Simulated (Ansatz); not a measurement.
B2Cl3, SMILES B(Cl)(Cl)[B]Cl, multiplicity 2.

The structure is a stationary point at B3LYP-D3(BJ)/def2-SVP. The isomer is the one that the SMILES or the coordinates give; other isomers of the formula were not compared. Other conformers were not sampled.

Two levels are set side by side: PBE/def2-SVPD (Ansatz, an electronic-structure program) and PBE0/def2-SVPD (Ansatz). Energy differences of separate SCF runs at the same geometry; the states with an electron removed or added have multiplicity 1 and 1. Differences are taken from unrounded values.

| quantity | PBE0 |
|---|---|
| vertical ionisation energy (eV) | 8.14 |
| vertical electron affinity (eV) | 1.25 |

Problem. What does PBE give, and how far is it from PBE0? (The exact figures need the calculation; the answer reports its results.)

Solution. 
| quantity | PBE | PBE minus PBE0 |
|---|---|---|
| vertical ionisation energy (eV) | 7.92 | -0.22 |
| vertical electron affinity (eV) | 1.23 | -0.02 |
